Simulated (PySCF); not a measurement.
How the method moves the gas-phase deprotonation enthalpies of `[SiH3]O[SiH2][SiH3]` (H8OSi3)

Coordinates in Å; atoms count from 1 in this order:
```
Si    2.1366   -0.2730    0.5851
O     1.0541   -0.4426   -0.6582
Si   -0.3870    0.0989   -1.2883
Si   -2.0268    0.1537    0.3924
H     3.0934   -1.4131    0.5383
H     1.4160   -0.2769    1.8958
H     2.8836    1.0137    0.4503
H    -0.2102    1.4674   -1.8698
H    -0.7921   -0.8289   -2.3850
H    -1.6344    1.1157    1.4692
H    -3.3373    0.5882   -0.1850
H    -2.1907   -1.2016    1.0032
```

All levels share the PBE0-D3(BJ)/def2-SVP structures and the GFN2-xTB thermal terms; only the single-point energies (PySCF) change. Values are gas-phase deprotonation enthalpies (298 K, kJ/mol).

At B97-2/aug-pcseg-1 (grid 1, guess atom):
| quantity | value |
| --- | --- |
| Si4 | 1493 |
| Si3 | 1513 |
| Si1 | 1540 |

Q: What does M06-2X/ma-def2-TZVP give?

A: Si4: 1482 (change -11); Si3: 1508 (change -4); Si1: 1537 (change -3).

Note: structures of the anions come from def2-SVP, which lacks diffuse functions.

Differences come from unrounded values, so a last digit can differ from that of the printed terms.
